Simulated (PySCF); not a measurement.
Working out the ionisation energy of Mn⁺

Mn⁺ [Ar] 3d5 4s1 (7S) → Mn²⁺ [Ar] 3d5 (6S). Calculation: PySCF 2.14, in def2-TZVPPD (6s6p4d2f1g, 67 functions); no relativity, point nucleus. Frozen: [Ne]. Energies in hartree (1 hartree = 27.21139 eV):

```tsv
part	Mn⁺ (lower)	Mn²⁺ (upper)
UHF	-1149.627149	-1149.087305
MP2 opposite-spin	-0.246183	-0.236610
MP2 same-spin	-0.158482	-0.141195
```

Task: What does Hartree-Fock give?

Result: (-1149.087305) − (-1149.627149) = 0.539844 hartree = 14.690 eV.

Task: What do MP2 and SCS-MP2 (6/5 opposite-spin, 1/3 same-spin) give?

Result: The opposite-spin parts differ by 0.260 eV and the same-spin parts by 0.470 eV. MP2: 14.690 + (0.260) + (0.470) = 15.420 eV. SCS-MP2: 14.690 + 1.2 × (0.260) + (0.470)/3 = 15.159 eV.

Measured between the centres of the two terms (NIST): 15.640 eV, so MP2 (valence and next inner shell) is off by -0.220 eV.

The calculation is non-relativistic.

What remains against the reference includes basis incompleteness, the frozen core and correlation beyond second order.
